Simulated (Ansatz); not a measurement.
This geometry of a periodic cell of 17 atoms, Mo16F (host Mo, host structure bcc, interstitial F) is a first-order saddle point.

The calculation used Ansatz 0.2.0, DFT PBE-D3(BJ), scalar-relativistic, plane waves, PAW. Settings: cutoff 420 eV, k mesh 3x3x3, fermi-dirac smearing 0.1 eV, no spin polarisation.

```xyz
17
Lattice="6.3000 0.0000 0.0000 0.0000 6.3000 0.0000 0.0000 0.0000 6.3000" Properties=species:S:1:pos:R:3
Mo 0.031 0.026 -0.021
Mo 3.115 0.026 -0.021
Mo 0.001 3.135 0.020
Mo 0.001 -0.014 3.170
Mo 1.573 1.564 1.578
Mo 3.145 3.135 0.020
Mo 3.145 -0.014 3.170
Mo 4.723 1.559 1.567
Mo 0.229 3.039 3.267
Mo 1.573 4.753 1.552
Mo 1.573 1.523 4.782
Mo 2.917 3.038 3.267
Mo 4.723 4.997 1.309
Mo 4.723 1.553 4.752
Mo 1.573 4.727 4.741
Mo 4.723 4.739 4.746
F 4.723 3.592 2.713
```

(1) Which two structures does it join? (They come from a converged band through this point; their orientation in space is the band's.)

(2) How far does it lie above each of them?

Results:

(1) Contacts lost: Mo8–F17. Contacts made: Mo16–F17. The atom that moves furthest is F17, by 1.11 Å; four of its nearest neighbours are Mo8 2.00, Mo9 2.00, Mo13 2.00, Mo12 2.00 Å at the first end and Mo13 2.00, Mo12 2.00, Mo16 2.00, Mo9 2.00 Å at the last.

Image 0:

```xyz
17
Lattice="6.3000 0.0000 0.0000 0.0000 6.3000 0.0000 0.0000 0.0000 6.3000" Properties=species:S:1:pos:R:3
Mo 0.023 0.002 -0.023
Mo 3.118 0.002 -0.024
Mo 0.009 3.153 -0.002
Mo 0.004 0.003 3.174
Mo 1.570 1.569 1.560
Mo 3.132 3.152 -0.002
Mo 3.137 0.003 3.174
Mo 4.720 1.388 1.419
Mo 0.185 3.153 3.315
Mo 1.570 4.736 1.560
Mo 1.571 1.550 4.757
Mo 2.958 3.153 3.313
Mo 4.720 4.915 1.421
Mo 4.720 1.564 4.735
Mo 1.571 4.755 4.757
Mo 4.720 4.741 4.735
F 4.722 3.151 2.367
```

Image 6:

Only the atoms that move by more than 0.05 Å are listed.
```
Mo8 4.725 1.570 1.564
Mo9 0.190 2.992 3.152
Mo12 2.960 2.992 3.152
Mo16 4.725 4.886 4.917
F17 4.725 3.939 3.152
```

(2) 0.38 eV above the first and 0.38 eV above the second. This is the barrier of this one path; another mechanism may lie lower. Limits of this set-up: coarse k mesh, odd electron count without spin, a small cell, in which the defect meets its images.

Time of the run: 18 min on 4 threads of AMD EPYC 7R13 Processor (Zen 3), with other jobs on the host, peak memory 2.6 GiB.
